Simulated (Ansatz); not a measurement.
Basis-set extrapolation for CH8O4Si2 (`CO[SiH](O)O[SiH2]O`) (PBE0-D4/def2-TZVP geometry, frozen core, Ansatz 0.2.0). Multiplicity 1, RHF reference.

```
                      def2-TZVPP   def2-QZVPP
                 HF  -920.287421  -920.324041
    MP2 correlation    -1.359793    -1.468374
CCSD(T) correlation    -1.450525      not run
```

Energies in hartree. Use E(X) = E(∞) + A·exp(−7.88·√X) for Hartree–Fock and E(X) = E(∞) + B·X^(−2.97) for correlation, with X = 3 and 4, and add CCSD(T) minus MP2 of the smaller set to the MP2 limit.

Problem. What is the CCSD(T) energy at the basis-set limit?

Solution. HF limit: -920.324041 + (-0.036620) × 0.13774 = -920.32909. MP2 limit: -1.468374 + (-0.108581) × 0.74074 = -1.54880. Higher-order term: -1.450525 − (-1.359793) = -0.09073. Total: -921.96862 hartree, 6.28 eV below CCSD(T)/def2-TZVPP.
